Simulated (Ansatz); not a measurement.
`[BH3-][S+](C)C`, relaxed with RKS PBE-D4/def2-SVP in Ansatz from a rough embedded geometry. The force threshold is 0.03 eV/Å; the program also tests the step.

Total charge 0; spin multiplicity 1.

Start:

```xyz
13

B     1.155    0.867   -0.827
S     0.130    0.310    0.534
C    -1.549    0.556    0.108
C     0.367   -1.362    0.888
H     1.025    2.038   -1.052
H     0.961    0.268   -1.850
H     2.332    0.730   -0.564
H    -1.852    0.020   -0.783
H    -2.248    0.240    0.916
H    -1.775    1.643   -0.097
H    -0.234   -1.752    1.678
H     0.153   -1.993   -0.055
H     1.534   -1.564    1.106
```

Question: How much energy does the relaxation release, and in how many steps? (An estimate is asked.)

Answer: Ansatz gave: 18.74 kcal/mol, in 6 steps.

Question: Which bonds change most? (Estimate.)

Answer: Ansatz gave: B1–S2 from 1.793 to 1.943 Å; C4–H13 from 1.204 to 1.106 Å; S2–C4 from 1.725 to 1.817 Å; S2–C3 from 1.749 to 1.817 Å.

Question: Give the relaxed structure. (An estimate is asked.)

Answer: Ansatz gave: 
```xyz
13

B     1.212    0.882   -0.904
S     0.185    0.443    0.686
C    -1.542    0.536    0.127
C     0.368   -1.358    0.839
H     0.957    2.074   -1.065
H     0.801    0.134   -1.790
H     2.368    0.679   -0.540
H    -1.660   -0.046   -0.807
H    -2.220    0.170    0.921
H    -1.745    1.604   -0.078
H    -0.293   -1.741    1.640
H     0.144   -1.836   -0.134
H     1.425   -1.542    1.104
```
